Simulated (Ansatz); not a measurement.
CaCl₂, charge +1, doublet, at a GFN2-xTB geometry (such geometries of metal compounds can be far from the true shape) (a state made from the parent by changing its charge; the spin is typed, not shown lowest). Base run: B3LYP/STO-3G (Ansatz, an electronic-structure program).

Geometry (Å):
```xyz
3

Ca     0.3111    -1.2041     0.0089
Cl     0.8049     0.9564    -0.9680
Cl    -1.1709     0.4602     0.9576
```
Charge +1, spin multiplicity 2.
Orbitals are unrestricted.
All else is at Ansatz's defaults.

Each row names what was changed in the base input (with any setting that the change needs).

| change | basis functions | E (Eh) |
|---|---|---|
| base | 31 | -1580.90953 |
| basis = 3-21G | 43 | -1589.99843 |
| basis = def2-SVP | 60 | -1597.48613 |
| basis = 6-31G** | 73 | -1597.78264 |
| basis = def2-SVPD | 81 | -1597.49951 |
| basis = aug-pcseg-1 | 87 | -1597.75556 |
| basis = 6-311G** | 93 | -1597.87113 |
| basis = pcseg-2 | 101 | -1597.91730 |
| basis = 6-311++G** | 105 | -1597.87558 |
| basis = def2-TZVPP | 120 | -1597.88513 |
| basis = def2-TZVPD | 128 | -1597.88678 |
| basis = cc-pVQZ | 186 | -1597.92642 |
| basis = def2-QZVP | 196 | -1597.93420 |

Totals compare only among sets that treat the same electrons; sets with core potentials leave the core out.
